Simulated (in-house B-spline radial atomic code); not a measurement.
Ionising Tl VIII (Tl7+) with different functionals

Computed with a B-spline radial code for spherical atoms: four-component Dirac-Coulomb Hamiltonian, Fermi nucleus of rms radius 5.4759 fm, spin-restricted, spherical fractional occupations for the functionals. The ionisation energy is the difference of two self-consistent energies, [Xe] 4f14 5d6 → [Xe] 4f14 5d5, without Breit or QED terms; ε is the level of the shell that loses the electron (mean over j). The electron is taken from both j subshells in proportion to 2j + 1, so the result is a j average, not the step between ground levels.

Hybrids are left out here: with spherical fractional occupations of an open shell their exact exchange keeps a self-interaction that integer-occupation calculations don't have.

| method | rung | ΔSCF (eV) | -ε(5d) (eV) |
| --- | --- | --- | --- |
| LDA VWN5 | LDA | 119.10 | 110.05 |
| relativistic LDA | LDA | 119.10 | 110.05 |
| LDA PW92 | LDA | 119.09 | 110.04 |
| LDA exchange-only | LDA | 117.22 | 108.18 |
| PBE | GGA | 118.80 | 109.76 |
| PBEsol | GGA | ? | ? |
| BLYP | GGA | ? | ? |
| RPBE | GGA | 118.73 | 109.69 |
| PW91 | GGA | 118.89 | 109.85 |
| BP86 | GGA | 118.89 | 109.85 |
| AM05 | GGA | 118.87 | 109.82 |
| OLYP | GGA | 119.20 | 110.14 |

Question: What does BLYP give?

Answer: ΔSCF 118.60 eV, and -ε(5d) = 109.55 eV.

Question: What does PBEsol give?

Answer: ΔSCF 118.83 eV, and -ε(5d) = 109.79 eV.

Question: How do they compare with the NIST value?

Answer: NIST lists 116 eV ± 2.1 (tabulated theory, ground level to ground level). Errors run from +1.22 to +3.20 eV; all lie within about twice that uncertainty, so the table can't rank the methods.
